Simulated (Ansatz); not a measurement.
Consider the hydrogenolysis of a C–O bond: `B[N]1[AlH][CH]1O` + H₂ → `B[N]1[CH2][AlH]1` + H₂O.

Calculated with Ansatz (gas phase, PBE0-D4/def2-TZVP geometries, no zero-point term in ΔE). CCSD(T)/CBS is the MP2 limit (def2-TZVPP, def2-QZVPP) plus CCSD(T) − MP2 in def2-TZVPP, frozen cores. This one scheme is used for every species. DFT in def2-TZVPP. B3LYP here is the variant with VWN-RPA as its local correlation; programs differ in this. HSE06 is defined as in plane-wave codes. Each species was taken in one conformer, which may not be the lowest.

| level | ΔE (kJ/mol) | difference from CCSD(T)/CBS |
| --- | --- | --- |
| LDA (SPW92) | -73.0 | 18.3 |
| PBE-D4 | -78.0 | 13.3 |
| revPBE-D4 | -74.4 | 16.9 |
| BLYP-D4 | -75.5 | 15.8 |
| r2SCAN-D4 | -81.1 | 10.2 |
| B97M-V | -86.5 | 4.8 |
| PBE0-D4 | -85.7 | 5.6 |
| B3LYP-D4 | -82.5 | 8.8 |
| r2SCANh-D4 | -83.6 | 7.7 |
| HSE06-D4 | -85.7 | 5.6 |
| CAM-B3LYP-D4 | -83.9 | 7.4 |
| ωB97M-V | -84.7 | 6.6 |
| PBE-QIDH | -91.0 | 0.3 |
| PBE | -81.5 | 9.8 |
| revPBE | -84.7 | 6.6 |
| BLYP | -83.1 | 8.2 |
| r2SCAN | -81.9 | 9.4 |
| PBE0 | -88.7 | 2.6 |
| B3LYP | -88.1 | 3.2 |
| r2SCANh | -84.6 | 6.7 |
| r2SCAN0 | -88.1 | 3.2 |
| HSE06 | -88.5 | 2.8 |
| BHLYP | -93.3 | -2.0 |
| CAM-B3LYP | -86.9 | 4.4 |
| LC-ωPBE | -90.1 | 1.2 |
| RPA@PBE/def2-TZVPP | -83.9 | 7.4 |
| MP2/def2-SVP | -73.3 | 18.0 |
| CCSD/def2-SVP | -76.3 | 15.0 |
| CCSD(T)/def2-SVP | -71.7 | 19.6 |
| HF/def2-TZVPP | -100.4 | -9.1 |
| MP2/def2-TZVPP | -90.0 | 1.3 |
| SCS-MP2/def2-TZVPP | -90.0 | 1.3 |
| CCSD/def2-TZVPP | -93.0 | -1.7 |
| CCSD(T)/def2-TZVPP | -88.5 | 2.8 |
| HF/def2-QZVPP | -101.1 | -9.8 |
| MP2/def2-QZVPP | -91.8 | -0.5 |
| SCS-MP2/def2-QZVPP | -91.9 | -0.6 |
| HF/CBS(def2) | -101.1 | -9.8 |
| MP2/CBS(def2) | -92.7 | -1.4 |
| CCSD/CBS(def2) | -95.8 | -4.5 |
| CCSD(T)/CBS | -91.3 | 0 |

Largest T1 diagnostic among the species: 0.014.

Leaving LDA and LC-ωPBE aside and taking each functional with its dispersion term where it has one, the values spread over 16.6 kJ/mol, from PBE-QIDH to revPBE-D4. LDA lies +8.4 kJ/mol from PBE without D4. From BLYP to BHLYP (50 % exact exchange), in def2-TZVPP and without D4, ΔE moves by −10.2 kJ/mol. At CCSD(T), def2-SVP lies +19.6 kJ/mol from the extrapolated value and def2-TZVPP +2.8 kJ/mol.
